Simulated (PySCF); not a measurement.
W(O)2(F)2 cation (F2O2W), SMILES [O]=[W](=[O])([F])[F] (connectivity only; charge and spin as stated), charge +1, multiplicity 2. Geometry optimised at PBE-D3(BJ)/def2-SVP. The multiplicity is an assumed one; other spin states were not compared. The isomer is the one that the SMILES or the coordinates give; other isomers of the formula were not compared. The def2 effective core potentials stand for the cores of W; spin–orbit coupling is left out.

All values below come from PBE-D3(BJ)/def2-SVP in PySCF.

Harmonic wavenumbers (cm⁻¹): 178, 178, 227, 236, 246, 552, 753, 768, 939. Rotational constants (GHz): 3.832, 3.436, 2.959; symmetry number 2.

### Question
Work out the zero-point energy and the ideal-gas rigid-rotor harmonic-oscillator thermochemistry at 298.15 K and 1 atm.

### Answer
ZPE = ½ Σ hcν = ½ × 4078 cm⁻¹ = 24.39 kJ/mol. H − E(el) = 42.51 kJ/mol. Entropy in J/(mol K): translation 177.80, rotation 105.17, vibration 47.41, spin 5.76, total 336.15. G − E(el) = -57.71 kJ/mol. Cp = 83.94 J/(mol K).
